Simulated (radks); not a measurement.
Values are calculated unless marked as measured or tabulated.
Ionisation ladder of osmium, from Os22+ to Os43+. Each ion is in the ground configuration listed by NIST, and IE = E(next ion) - E(this ion). Level of theory: scalar-relativistic Kohn-Sham, LDA (Slater exchange, VWN5 correlation), spin-polarised, spherical densities, finite nucleus; open shells are filled with parallel spins first (spin-orbit coupling, left out, can overturn this in heavy ions); Fermi nuclear charge, rms radius 5.4126 fm (a radial shooting solver on a logarithmic mesh with Libxc functionals).

species      configuration  E (hartree)  IE, Delta-SCF (eV)  -e(HOMO) (eV)     HOMO  <r> HOMO (bohr)  IE, NIST (eV)    kind  error (eV)
Os22+        [Kr] 4d10 4f8  -17040.9890              642.23         619.81  4f down            0.464            670  theory       -27.8
Os23+        [Kr] 4d10 4f7  -17017.3875              699.08         675.70    4f up            0.453            720  theory       -20.9
Os24+        [Kr] 4d10 4f6  -16991.6969              746.75         722.83    4f up            0.446            770  theory       -23.3
Os25+        [Kr] 4d10 4f5  -16964.2545              795.50         771.06    4f up            0.440            820  theory       -24.5
Os26+        [Kr] 4d10 4f4  -16935.0204              845.32         820.36    4f up            0.433            870  theory       -24.7
Os27+        [Kr] 4d10 4f3  -16903.9555              896.17         870.72    4f up            0.427            920  theory       -23.8
Os28+        [Kr] 4d10 4f2  -16871.0218              948.04         922.10    4f up            0.421            970  theory       -22.0
Os29+        [Kr] 4d10 4f1  -16836.1821              1000.9         974.47    4f up            0.415           1015  theory       -14.1
Os30+            [Kr] 4d10  -16799.4003              1270.1         1245.2       4d            0.429           1262  theory        +8.1
Os31+             [Kr] 4d9  -16752.7258              1321.7         1296.5  4d down            0.426           1311  theory       +10.7
Os32+             [Kr] 4d8  -16704.1559              1373.7         1348.4  4d down            0.423           1364  theory        +9.7
Os33+             [Kr] 4d7  -16653.6734              1426.2         1400.6  4d down            0.419           1420  theory        +6.2
Os34+             [Kr] 4d6  -16601.2629              1479.0         1453.3  4d down            0.416           1474  theory        +5.0
Os35+             [Kr] 4d5  -16546.9110              1545.2         1518.7    4d up            0.412           1528  theory       +17.2
Os36+             [Kr] 4d4  -16490.1268              1600.0         1573.3    4d up            0.409           1606  theory        -6.0
Os37+             [Kr] 4d3  -16431.3275              1655.3         1628.4    4d up            0.406           1660  theory        -4.7
Os38+             [Kr] 4d2  -16370.4966              1711.0         1683.9    4d up            0.403           1720  theory        -9.0
Os39+             [Kr] 4d1  -16307.6193              1767.0         1739.8    4d up            0.400           1776  theory        -9.0
Os40+                 [Kr]  -16242.6829              2030.4         2003.7       4p            0.400           1996  theory       +34.4
Os41+    [Ar] 3d10 4s2 4p5  -16168.0657              2086.1         2059.5  4p down            0.398           2052  theory       +34.1
Os42+    [Ar] 3d10 4s2 4p4  -16091.4023              2141.3         2115.0  4p down            0.395           2112  theory       +29.3
Os43+    [Ar] 3d10 4s2 4p3  -16012.7121              2210.8         2183.4    4p up            0.393           2168  theory       +42.8

Reference values: NIST Atomic Spectra Database (exp. = measured, semi-emp. = semi-empirical, theory = theoretical value adopted there). The ionisation energy per charge of the ion left behind rises most, in proportion, at Os30+ ([Kr] 4d10), from 33.363 to 40.970 eV. Open shells are spherical and high-spin; term and fine-structure splittings are not resolved. Spin-orbit splitting is averaged out at the scalar-relativistic level.
